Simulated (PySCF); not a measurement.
**Which element holds F most strongly?**

CCSD(T) in PySCF with def2-TZVPPD on every atom (core potentials on Zr), for the lowest determinant that a PBE0 search found; no spin–orbit coupling. D0 is De less the harmonic zero-point energy.

| M | state (unpaired electrons) | Re (Å) | ωe (cm⁻¹) | D0(MF) (eV) |
| --- | --- | --- | --- | --- |
| P | triplet (π ↑↑) | 1.601 | 844 | 4.39 |
| Zr | quartet (σ ↑, δ ↑↑) | 1.897 | 646 | 5.99 |
| Ge | doublet (π ↑) | 1.757 | 665 | 5.16 |
| Al | singlet (closed shell) | 1.669 | 785 | 6.80 |
| Ga | singlet (closed shell) | 1.785 | 622 | 6.01 |
| Cu | singlet (closed shell) | 1.778 | 574 | 4.11 |
| B | singlet (closed shell) | 1.274 | 1386 | 7.60 |

**Question.** Order the elements by D0 and give the energy of BF + Zr → ZrF + B.

**Answer.** B > Al > Ga > Zr > Ge > P > Cu; ΔE = 7.60 − 5.99 = +1.61 eV at CCSD(T)/def2-TZVPPD. Close neighbours can swap at other levels.

Correlated steps freeze the inner cores (1 to 10 orbitals); shallow outer-core shells are correlated. These are scalar-relativistic numbers at best; spin–orbit coupling would shift them, the dissociation energy most. Where the molecule has an RHF reference, its open-shell atoms are computed with UHF. The CCSD T1 diagnostic is raised in CuF, a sign that a single reference may not be enough there. States were picked by a PBE0 search and need not be the measured ground states. With d or f electrons several states lie close, and the lowest PBE0 determinant need not be the measured ground state.
